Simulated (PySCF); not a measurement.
Cyclohex-1-en-1-yldiphenylphosphine oxide (C18H19OP): Computed beside measured shifts

System: Cyclohex-1-en-1-yldiphenylphosphine oxide (C18H19OP), SMILES O=P(C1=CCCCC1)(c1ccccc1)c1ccccc1.

Atom-mapped SMILES (hydrogens are numbered by the atom that bears them): [O:1]=[P:2]([C:3]1=[CH:4][CH2:5][CH2:6][CH2:7][CH2:8]1)([c:9]1[cH:10][cH:11][cH:12][cH:13][cH:14]1)[c:15]1[cH:16][cH:17][cH:18][cH:19][cH:20]1

Level of theory: GIAO PBE0/pcSseg-2, gas phase, PySCF SCF with an in-house response code, fitting set def2-universal-JFIT up to Ne and JKFIT beyond, grid level 2, non-relativistic, on the PBE0-D3(BJ)/def2-SVP geometry.

One optimised conformer. Values are averaged over the atoms that symmetry or fast rotation interchanges, on this one geometry and without vibrational averaging. Shifts are the reference shielding less the shielding here, at the same level (13C, 1H against isolated TMS; 17O against isolated H2O; 31P against isolated H3PO4); nuclei without a reference have shieldings only.

Question: What shifts does this level give for P2, and how do they compare with measurement?

Answer: 
| atom | nucleus | computed / ppm | measured / ppm | computed less measured | measured against | medium of the measurement |
| --- | --- | --- | --- | --- | --- | --- |
| P2 | 31P | 3.1 | 28.9 | -25.8 | 85 % H3PO4 | CDCl3 |

Computed 19F and 31P shifts carry an offset from the reference molecule (CFCl3 is hard for DFT, lone H3PO4 or PH3 isn't the 85 % acid), so differences between compounds are more accurate than the values.

Measured values: supporting information or article, doi 10.1039/d4qo01638f.
